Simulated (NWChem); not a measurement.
hydrogen selenide (H₂Se); SMILES [SeH2]

```xyz
3

Se     0.0000     0.0000     0.0570
H      1.0476     0.0000    -0.9692
H     -1.0476     0.0000    -0.9692
```
Atoms are numbered in this order, from 1.

Computed with NWChem. Structure relaxed at the PBE0-D3(BJ)/def2-TZVP level. Ions are spin-unrestricted doublets at the neutral geometry; other ion states weren't tried.

| level | vertical ionisation energy, ΔSCF (eV) | −ε(HOMO) (eV) | ΔSCF minus −ε(HOMO) (eV) |
|---|---|---|---|
| B3LYP/def2-TZVP | 9.86 | 6.86 | 3.00 |
| PBE/def2-TZVP | 9.77 | 5.91 | 3.86 |
| PBE0/def2-TZVP | 9.78 | 7.10 | 2.68 |
| LDA (Slater exchange, VWN5)/def2-TZVP | 10.03 | 6.04 | 3.99 |
| Hartree-Fock/def2-TZVP | 8.73 | 9.77 | -1.04 |
